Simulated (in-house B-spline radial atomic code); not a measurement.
RPA and G0W0 for Cu⁶⁺, [Ar] 3d5, highest spin, as one setting changes: the highest l of the empty states. Start: PBE. A dash marks a level of low quasi-particle weight. Computed with an all-electron radial atomic-structure program (B-spline basis): all electrons, scalar-relativistic (spin-free one-electron X2C), finite nucleus, each spin shell either full or empty, empty states to the listed l with an (l + 1/2)⁻⁴ tail; G0W0 by contour deformation at full frequency.

```tsv
highest l of the empty states	RPA summed (Eh)	RPA extrapolated (Eh)	G0W0 level (eV)
4	-1.453	-1.6256	3d up -139.08
5	?	?	?
6	?	?	?
7	-1.5752	-1.6109	3d up -139.21
8	-1.5849	-1.608	3d up -139.20
9	-1.5907	-1.6065	3d up -139.19
10	-1.5944	-1.6056	3d up -139.19
11	-1.5969	-1.605	3d up -139.18
```

Q: What belongs in the row for 5?

A: RPA summed (Eh): -1.5242; RPA extrapolated (Eh): -1.6233; G0W0 level (eV): 3d up -139.21.

Q: What belongs in the row for 6?

A: RPA summed (Eh): -1.5577; RPA extrapolated (Eh): -1.6154; G0W0 level (eV): 3d up -139.21.
